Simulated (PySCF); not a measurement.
CH10N2Si3.

```xyz
16

C      2.6366    -0.5370     0.9539
Si     1.2555    -0.7549    -0.3014
N     -0.2986    -1.1510     0.4297
Si    -1.5104     0.0328    -0.0118
N     -2.3174     0.6940     1.3641
Si     0.2167     1.1616    -1.1754
H      2.8322    -1.4782     1.4929
H      3.5695    -0.2360     0.4515
H      2.3750     0.2352     1.6930
H      1.6990    -1.7742    -1.3095
H     -0.4891    -1.9753     0.9940
H     -2.6339    -0.4829    -0.8585
H     -1.8188     1.2438     2.0541
H     -3.2881     0.9757     1.2937
H      0.1140     1.2950    -2.6615
H      0.6684     2.4646    -0.5903
```
Charge 0, spin multiplicity 1.

Coordinates come from a PBE0-D3(BJ)/def2-SVP optimisation. The structure was generated by enumeration; whether it is a known compound was not checked. Other conformers were not sampled.

Computed with PBE/pcSseg-1 (PySCF). Non-relativistic, no solvent.

Task: Give the absolute GIAO shielding of each atom: isotropic value and principal components (ppm). (Estimate from the structure and the level; the computed values follow.)

Result: 
| atom | σ(iso) | σ11 | σ22 | σ33 | span |
|---|---|---|---|---|---|
| C1 | 175.2 | 162.1 | 177.8 | 185.6 | 23.5 |
| Si2 | 351.5 | 294.3 | 355.8 | 404.5 | 110.2 |
| N3 | 182.6 | 146.5 | 183.5 | 217.9 | 71.4 |
| Si4 | 356.1 | 313.1 | 357.2 | 398.0 | 84.9 |
| N5 | 218.3 | 188.3 | 218.9 | 247.7 | 59.4 |
| Si6 | 424.8 | 389.5 | 414.1 | 470.9 | 81.4 |
| H7 | 30.4 | 26.5 | 28.0 | 36.7 | 10.2 |
| H8 | 31.1 | 27.3 | 28.1 | 37.9 | 10.7 |
| H9 | 30.8 | 26.9 | 29.8 | 35.7 | 8.8 |
| H10 | 25.8 | 22.2 | 24.5 | 30.6 | 8.4 |
| H11 | 29.8 | 22.1 | 26.8 | 40.4 | 18.2 |
| H12 | 25.6 | 22.1 | 23.9 | 30.9 | 8.8 |
| H13 | 30.5 | 24.1 | 28.2 | 39.1 | 15.0 |
| H14 | 30.1 | 23.7 | 25.8 | 40.8 | 17.2 |
| H15 | 27.3 | 24.6 | 24.9 | 32.5 | 7.9 |
| H16 | 27.6 | 24.9 | 25.8 | 32.2 | 7.3 |
